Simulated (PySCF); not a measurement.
C₃H₅BFNO, SMILES CB(F)/C=N/C=O. Atoms are numbered in the order given.

```xyz
12

C     -2.5899     0.1574    -1.0303
B     -1.4155    -0.3885    -0.1587
F     -1.6423    -1.2421     0.8298
C      0.0975     0.0214    -0.4247
N      1.0001    -0.2041     0.4521
C      2.3132     0.2445     0.3115
O      2.6410     1.4022     0.2361
H     -2.4699     1.2289    -1.2620
H     -3.5809    -0.0167    -0.5866
H     -2.5590    -0.3644    -2.0071
H      0.3688     0.5426    -1.3669
H      3.0459    -0.5980     0.3553
```

Coordinates come from a B3LYP-D3(BJ)/def2-SVP optimisation. The structure was generated by enumeration; whether it is a known compound was not checked. One conformer was computed; it need not be the lowest.

Two levels are set side by side: PBE/pcSseg-1 (PySCF) and PBE0/pcSseg-1 (PySCF). GIAO shifts against BF3 (¹¹B), CFCl3 (¹⁹F), H2O (¹⁷O), NH3 (¹⁵N), TMS (¹H), TMS (¹³C) at the same level; non-relativistic, no solvent, atoms listed together averaged. Differences are taken from unrounded values.

```csv
quantity,PBE0
δ(¹³C) of C1 (ppm),9.5
δ(¹¹B) of B2 (ppm),37.8
δ(¹⁹F) of F3 (ppm),-23.4
δ(¹³C) of C4 (ppm),180.9
δ(¹⁵N) of N5 (ppm),493.7
δ(¹³C) of C6 (ppm),183.9
δ(¹⁷O) of O7 (ppm),567.4
δ(¹H) of H11 (ppm),8.52
δ(¹H) of H12 (ppm),9.84
```

### Question
What does PBE give, and how far is it from PBE0? (An estimate is asked for; the answer gives what the named calculation found.)

### Answer

| quantity | PBE | PBE minus PBE0 |
|---|---|---|
| δ(¹³C) of C1 (ppm) | 10.0 | 0.5 |
| δ(¹¹B) of B2 (ppm) | 38.5 | 0.7 |
| δ(¹⁹F) of F3 (ppm) | -27.1 | -3.7 |
| δ(¹³C) of C4 (ppm) | 178.5 | -2.4 |
| δ(¹⁵N) of N5 (ppm) | 492.9 | -0.8 |
| δ(¹³C) of C6 (ppm) | 181.1 | -2.8 |
| δ(¹⁷O) of O7 (ppm) | 565.0 | -2.4 |
| δ(¹H) of H11 (ppm) | 8.64 | 0.11 |
| δ(¹H) of H12 (ppm) | 9.97 | 0.14 |

Rough cost on one machine, each run with all the roots and properties that it gave: PBE0 against PBE within a factor of 2.
